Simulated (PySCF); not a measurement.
Cl2FGeH3Si, SMILES Cl[Si]([GeH3])(F)Cl. Atoms are numbered in the order given.

```xyz
8

F      0.8474    -1.8874     0.0000
Si     0.5362    -0.2992     0.0000
Cl     1.4230     0.4960    -1.6642
Cl     1.4230     0.4960     1.6642
Ge    -1.7729     0.1148     0.0000
H     -2.4009    -0.4979    -1.2568
H     -2.4009    -0.4979     1.2568
H     -1.9792     1.6336     0.0000
```
Charge 0, spin multiplicity 1.

Geometry: ωB97X-D3(BJ)/def2-SVP.

These are PBE/pcSseg-1 (PySCF) values and carry that method's errors.

GIAO shieldings, no solvent; atoms alike by connectivity are averaged. δ = σ(ref) − σ: ¹⁹F against CFCl3 (σ = 133.6 ppm); ²⁹Si against TMS (σ = 335.4 ppm); ³⁵Cl against HCl (σ = 936.5 ppm); ⁷³Ge against GeH4 (σ = 1614.4 ppm); ¹H against TMS (σ = 31.49 ppm), references at their B3LYP-D3(BJ)/def2-TZVP geometries, non-relativistic (without spin–orbit terms, shifts of atoms bonded to Cl or Br come out too high).

Q: Estimate the chemical shifts. (Estimate from the structure and the level; the computed values follow.)

A: 
```tsv
nucleus	atoms	count	δ (ppm)
¹⁹F	F1	1	-116.4
²⁹Si	Si2	1	31.4
³⁵Cl	Cl3, Cl4	2	186.8
⁷³Ge	Ge5	1	2.9
¹H	H6, H7, H8	3	3.97
```
